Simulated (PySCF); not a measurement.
CH6ClGeP.
Geometry (PBE0-D3(BJ)/def2-SVP, Å), atoms numbered from 1 in this order:
```xyz
10
CH6ClGeP angstrom
P      1.4210   -0.9421   -1.4825
Ge    -0.5942    0.1238   -1.0567
C     -1.9185   -1.1371   -0.3168
Cl    -2.2117   -2.4727   -1.4667
H      1.5225   -1.4363   -0.1445
H      0.7554   -2.1152   -1.9546
H     -0.3717    1.2624   -0.0386
H     -1.1533    0.7017   -2.3679
H     -1.5557   -1.5733    0.6243
H     -2.8787   -0.6383   -0.1237
```

Computed, not measured: TDDFT B3LYP/def2-SVPD, vertical, gas phase, core orbitals frozen in the response in PySCF. Relativistic effects, spin–orbit coupling among them, are left out although an element past zinc is present.

Ground-to-excited transition dipoles (e·a0, same axes as the geometry; the sign carries no meaning), for the states with f of 0.002 or more among the lowest 7:

```csv
state,E (eV),μx,μy,μz
S1,6.154,-0.222,0.223,-0.082
S2,6.428,0.209,-0.121,0.146
S3,6.537,-0.572,0.154,0.335
S4,6.603,0.706,0.079,-0.219
S5,6.754,0.433,0.080,-0.067
S6,6.942,0.010,-0.079,0.076
S7,7.021,-0.152,0.366,0.009
```

Task: What oscillator strength does each state have?

Result: f = (2/3) ΔE |μ|² with ΔE in hartree (27.2114 eV).

```tsv
state	|μ|² (au)	|μ| (D)	f
S1	0.105	0.82	0.016
S2	0.080	0.72	0.013
S3	0.463	1.73	0.074
S4	0.552	1.89	0.089
S5	0.198	1.13	0.033
S6	0.012	0.28	0.002
S7	0.157	1.01	0.027
```

Task: What angle do the transition dipoles of S4 and S7 make?

Result: |cos θ| = |μa·μb| / (|μa| |μb|) = 0.27, so θ ≈ 74° (taken between 0 and 90°, since the signs are arbitrary).

Task: How is the summed strength of these states shared among x, y and z?

Result: (2/3) Σ ΔE μα² gives 0.182 for x, 0.040 for y and 0.032 for z, 0.254 in all.

Task: What peak molar absorption coefficient would the strongest computed level give as a lone Gaussian band 0.5 eV wide at half height?

Result: ε(max) = 2.175×10⁸ f / FWHM, with the width in cm⁻¹. S4: 2.175×10⁸ × 0.0893 / 4033 ≈ 4800 L mol⁻¹ cm⁻¹.

The vertical ionisation energy (ΔSCF) is 9.45 eV, 2.43 eV above S7.

Hardware: Arm Neoverse V2, one thread, no GPU (shared host). Cost: 92 s.

One conformer stands for the species.
